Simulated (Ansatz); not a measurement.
Ansatz (a quantum-chemistry and plane-wave program) input (RPA@PBE/cc-pV(T+d)Z):
A basis named .json is the Basis Set Exchange file of that set.

Ansatz 0.2 input:
```yaml
crystal:
  periodic: [false, false, false]
  atoms:
    - {symbol: C, position_ang: [2.78185764, 0.08678802, 0.26334658]}
    - {symbol: C, position_ang: [1.56295431, -0.16598771, 0.15949736]}
    - {symbol: B, position_ang: [0.07365205, -0.02736776, 0.00856635]}
    - {symbol: Cl, position_ang: [-0.68182177, 1.53478119, -0.14815705]}
    - {symbol: Cl, position_ang: [-0.87330365, -1.49877902, -0.00360150]}
basis:
  gaussian:
    orbitals: cc-pV_T+d_Z.json
hamiltonian:
  xc: pbe
magnetization: {spin_polarized: true, initial_magnetization: 1}
correlation: {method: rpa, electrons: outside_noble_gas}
```

End of the output:

```
mean field evaluation 1: about -27764.6313 eV, gradient 4.7e1 eV
mean field evaluation 2: about -27764.6293 eV, gradient 4.7e1 eV
mean field evaluation 4: about -27772.1820 eV, gradient 3.8e1 eV
mean field evaluation 8: about -27780.9184 eV, gradient 2.3e0 eV
mean field evaluation 16: about -27780.9467 eV, gradient 3.5e-2 eV
mean field evaluation 32: about -27779.3351 eV, gradient 1.1e1 eV
mean field evaluation 64: about -27780.1022 eV, gradient 6.9e-1 eV
mean field evaluation 96: about -27780.7724 eV, gradient 1.7e0 eV
mean field evaluation 128: about -27780.7401 eV, gradient 1.8e0 eV
mean field evaluation 160: about -27753.1332 eV, gradient 4.3e1 eV
mean field evaluation 192: about -27780.9467 eV, gradient 3.6e-6 eV
mean field -27780.94667719 eV, -1020.9309597847 hartree, gradient 3.6e-6 eV, S^2 0.759054; 11 other end points of the search recorded, 0 dependent functions left out
13 core orbitals not correlated
reference -27738.24192569 eV, -1019.3615891134 hartree; 13, 12 occupied and 142, 143 virtual orbitals, 1016 factors
Total energy: -27771.05262136 eV, -1020.5673599395 hartree
```

It need not be the lowest isomer of its formula.
